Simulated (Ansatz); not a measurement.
Two isomers of C2H5BO2: A = `BOC1CO1`, B = `BC(=O)OC`.

Computed with Ansatz on PBE0-D4/def2-TZVP structures; ΔE is electronic, products minus reactants. CCSD(T)/CBS is the MP2 limit (def2-TZVPP, def2-QZVPP) plus CCSD(T) − MP2 in def2-TZVPP, frozen cores. Functionals use def2-TZVPP. Each species was taken in one conformer, which may not be the lowest.

(1) Which isomer does CCSD(T)/CBS put lower? Give the gap. (Estimate.)

(2) Give E(B) − E(A) in kJ/mol with CCSD/def2-TZVPP, PBE-D4, B2PLYP, BLYP-D4, HF/def2-TZVPP, CCSD(T)/def2-SVP, LDA (SPW92). (Best estimate.)

(3) Does the order hold for the free energy at 298.15 K (harmonic terms from PBE0-D4)? (Estimate.)

Largest T1 diagnostic: 0.018.

Results:

(1) Ansatz gave: A, by 13.6 kJ/mol.

(2) Ansatz gave: CCSD/def2-TZVPP 14.5, PBE-D4 5.5, B2PLYP 3.0, BLYP-D4 -10.8, HF/def2-TZVPP -4.4, CCSD(T)/def2-SVP 9.7, LDA (SPW92) 22.9. The order is the other way round with BLYP-D4, HF/def2-TZVPP.

(3) Ansatz gave: Yes: G(B) − G(A) = +5.3 kJ/mol, for one conformer each.

From PBE to PBE0 (25 % exact exchange), in def2-TZVPP and without D4, E(B) − E(A) moves by +10.4 kJ/mol. In def2-TZVPP, CCSD(T) changes the Hartree–Fock value by +17.1 kJ/mol (the triples alone add −1.8 kJ/mol) and MP2 by +23.0 kJ/mol.
